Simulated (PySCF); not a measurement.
## Caesium: a sound run and one with changed settings

Sound run: Cs+ [Xe], Cs(2+) [Kr] 4d10 5s2 5p5. All numbers are calculated (PySCF 2.14, a scalar-relativistic core potential, in def2-TZVP with the def2 core potential (46 electrons)). In the sound run the correlated levels freeze 5s2 outside the core potential. The sound run starts from symmetry-adapted Hartree-Fock orbitals and uses a fine grid where one is needed.

Changed run: all electrons correlated in a basis built for the valence shell.

```csv
species,method,sound run (hartree),changed run (hartree),converged
Cs+,MP2,-19.80897,-19.82002,yes
Cs(2+),MP2,-18.94271,-18.96197,yes
```

Ionisation energy of Cs+:

```tsv
method	sound run (eV)	changed run (eV)
UHF	22.756	22.756
MP2	23.572	23.349
SCS-MP2	23.528	23.277
```

A valence basis has no tight correlating functions, so it recovers only part of the core correlation, and not evenly between atom and ion.

For comparison, NIST gives 23.157 eV between the lowest levels.
